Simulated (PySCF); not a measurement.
## MTe cations for M along group 14

PBE0 with double-zeta basis sets in PySCF, for the lowest determinant that a PBE0 search found; no spin–orbit coupling. De refers to high-spin ground-configuration atoms (the charge goes to the atom of lower measured ionisation energy or higher electron affinity, which is not always the lowest computed limit). A positive dipole points towards Te; it is taken about the centre of mass and depends on that origin.

```tsv
M	basis	charged atom	state (unpaired electrons)	Re (Å)	ωe (cm⁻¹)	De (eV)	μ (D)
Si	x2c-SVPall	Si+	doublet (π ↑)	2.416	406	3.63	-4.18
Ge	def2-SVP	Ge+	doublet (π ↑)	2.494	272	3.34	-2.73
Sn	def2-SVP	Sn+	doublet (π ↑)	2.694	216	2.87	-3.20
```

The shortest bond is that of SiTe⁺ (2.416 Å), the longest that of SnTe⁺ (2.694 Å).

The rows differ in basis set, which adds steps of its own.

Down a group the atoms grow and get heavier, so bonds lengthen and wavenumbers fall; this series shows no clear exception.

These are scalar-relativistic numbers at best; spin–orbit coupling would shift them, the dissociation energy most. For an ion De counts to the pair picked by the measured ionisation energies or electron affinities, which need not be the lowest pair at this level. States were picked by a PBE0 search and need not be the measured ground states.
